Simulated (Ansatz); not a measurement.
`CCB(S)Cl` + H₂ → `SBCl` + ethane at 500 K and 1 bar (hydrogenolysis of a B–C bond).

Computed with Ansatz on PBE0-D4/def2-TZVP structures; ΔE is electronic, products minus reactants. CCSD(T)/CBS is the MP2 limit (def2-TZVPP, def2-QZVPP) plus CCSD(T) − MP2 in def2-TZVPP, frozen cores. This one scheme is used for every species. Each species was taken in one conformer, which may not be the lowest.

```csv
species,CCSD(T)/CBS energy (Eh),H − E (kJ/mol),S (J/(mol·K))
`CCB(S)Cl`,-962.14888,258.4,420.2
H₂,-1.17544,41.0,145.5
`SBCl`,-883.61129,88.8,313.7
`CC`,-79.71954,220.5,259.9
```

H − E and S are ideal-gas, rigid-rotor, harmonic terms from PBE0-D4/def2-TZVP, for one conformer and one mirror image of each species. For small species the MP2-based limit differs from directly extrapolated CCSD(T) by up to some mEh (0.8 for H₂); such offsets cancel only in part. 1 Eh = 2625.50 kJ/mol, R = 8.31446 J/(mol·K).

Problem. By hand: ΔE, ΔH, ΔS and ΔG.

Solution. ΔE = (-883.61129) + (-79.71954) − (-962.14888) − (-1.17544) = -0.00651 Eh = -17.1 kJ/mol. Δ(H − E) = 88.8 + 220.5 − 258.4 − 41.0 = 9.9, so ΔH = -7.2 kJ/mol. ΔS = 313.7 + 259.9 − 420.2 − 145.5 = 7.9 J/(mol·K). ΔG = -7.2 − 500 × (7.9)/1000 = -11.2 kJ/mol.

Problem. By hand: the equilibrium constant, and the temperature at which ΔG would vanish if ΔH and ΔS stayed fixed.

Solution. log₁₀ K = −ΔG/(RT ln 10) = 1.2. ΔH and −TΔS have one sign here, so there is no such temperature.

TΔS isn't small against ΔH here. A doubt of 5 kJ/mol in ΔE shifts log₁₀ K by 0.5 here. Other conformers and mirror images would add mixing entropy, several J/(mol·K) or more a flexible species. Modes under 60 cm⁻¹, often nearly free rotors, make the harmonic entropy too high. These are equilibria of isolated gas molecules and say nothing of rates. Largest T1 diagnostic: 0.013 (customary marks: 0.02 for closed shells, 0.045 for open ones).

ΔS is within the doubt of such terms, so its sign, and with it that verdict, could turn.
